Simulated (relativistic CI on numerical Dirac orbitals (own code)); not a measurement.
**Cr3+ (3d3) in a crystal field**

Calculated by Dirac-Coulomb-Breit CI, KLI orbitals optimised for each configuration, model QED, valence Slater integrals scaled by 0.85, one configuration in a parametric crystal field (own radial code).

Field parameters in Wybourne normalisation: Oh B⁴₀ = 21Dq, B⁴₄ = √(5/14) B⁴₀. The field is a parameter set, without covalency.

S is read from ⟨S²⟩ = S(S + 1).

Site symmetry Oh; labels are those of the double group. Computed levels in cm⁻¹ above the lowest, in rising order:

| Δ (size of 10Dq) | Lowest | No. 2 | No. 3 | No. 4 | No. 5 | No. 6 | No. 7 | No. 8 |
| --- | --- | --- | --- | --- | --- | --- | --- | --- |
| 4100 | Γ8 | 4019 Γ7 | 4081 Γ8 | 4151 Γ8 | 4188 Γ6 | 7013 Γ7 | 7042 Γ8 | 7331 Γ8 |
| 7400 | Γ8 | 7309 Γ7 | 7368 Γ8 | 7450 Γ8 | 7477 Γ6 | 12373 Γ7 | 12391 Γ8 | 12655 Γ8 |
| 10700 | Γ8 | 10606 Γ7 | 10662 Γ8 | 10746 Γ8 | 10772 Γ6 | 17305 Γ8 | 17307 Γ7 | 17475 Γ8 |
| 14050 | Γ8 | 13953 Γ7 | 14006 Γ8 | 14084 Γ8 | 14116 Γ6 | 17720 Γ8 | 18601 Γ8 | 18741 Γ6 |
| 17300 | Γ8 | 17175 Γ8 | 17202 Γ7 | 17276 Γ8 | 17348 Γ6 | 18005 Γ8 | 18777 Γ8 | 18902 Γ6 |
| 20600 | Γ8 | 17945 Γ8 | 18869 Γ8 | 18960 Γ6 | 20501 Γ7 | 20563 Γ8 | 20695 Γ6 | 20707 Γ8 |
| 23950 | Γ8 | 18082 Γ8 | 18970 Γ8 | 19059 Γ6 | 23849 Γ7 | 23906 Γ8 | 24030 Γ6 | 24032 Γ8 |
| 27250 | Γ8 | 18188 Γ8 | 19045 Γ8 | 19128 Γ6 | 27140 Γ7 | 27178 Γ8 | 27325 Γ8 | 27326 Γ6 |
| 30500 | Γ8 | 18276 Γ8 | 19106 Γ8 | 19183 Γ6 | 28382 Γ8 | 28525 Γ7 | 30406 Γ7 | 30475 Γ8 |
| 33800 | Γ8 | 18356 Γ8 | 19157 Γ8 | 19229 Γ6 | 28743 Γ8 | 28876 Γ7 | 33703 Γ7 | 33766 Γ8 |
| 37100 | Γ8 | 18427 Γ8 | 19200 Γ8 | 19268 Γ6 | 29050 Γ8 | 29177 Γ7 | 37001 Γ7 | 37064 Γ8 |
| 40400 | Γ8 | 18490 Γ8 | 19237 Γ8 | 19301 Γ6 | 29317 Γ8 | 29437 Γ7 | 40301 Γ7 | 40362 Γ8 |

Ground-state S against |10Dq| in cm⁻¹: 4100: 1.50, 7400: 1.50, 10700: 1.50, 14050: 1.50, 17300: 1.50, 20600: 1.50, 23950: 1.50, 27250: 1.50, 30500: 1.50, 33800: 1.50, 37100: 1.50, 40400: 1.50.

No abrupt spin change occurs in this range.
